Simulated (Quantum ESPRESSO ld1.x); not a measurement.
Species: Tl13+. Configuration: [Xe] 4f14. Calculated with ld1.x of Quantum ESPRESSO 7.5: scalar-relativistic Kohn-Sham, LDA (Slater exchange, VWN5 correlation), spin-polarised, spherical densities, point nucleus.

Radial electron density D(r) = 4 pi r^2 rho(r):

r (bohr)  D(r) (e/bohr)
0.002553          41.16
0.002949          48.65
0.003405          56.93
0.003901          65.35
0.004506          74.67
0.005203          84.05
0.006009          93.02
0.006885          100.6
0.007951          107.0
0.009183          111.3
0.0106            113.0
0.01215           112.1
0.01403           109.1
0.0162            104.9
0.01871           101.2
0.02144           100.2
0.02476           103.2
0.0286            111.5
0.03276           123.3
0.03784           137.3
0.0437            148.7
0.05047           153.0
0.05782           148.6
0.06677           137.1
0.07712           124.6
0.08906           118.7
0.102             122.9
0.1178            134.2
0.1361            142.7
0.1559            138.7
0.1801            120.2
0.208             96.37
0.2402            81.34
0.2751            81.29
0.3178            89.90
0.367             94.04
0.4238            85.32
0.4856            67.74
0.5608            47.86
0.6476            33.28
0.7479            24.56
0.8569            18.87
0.9896            13.16
1.143             7.694
1.309             3.736
1.512             1.328
1.746            0.3445
2.017           0.06244
2.311          0.008576
2.669         0.0006692

D(r) has 4 maxima, at r = 0.0108, 0.0505, 0.141, 0.361 bohr, and minima at 0.0209, 0.0898, 0.256 bohr, inside which lie 1.87, 10.96, 30.06 electrons.
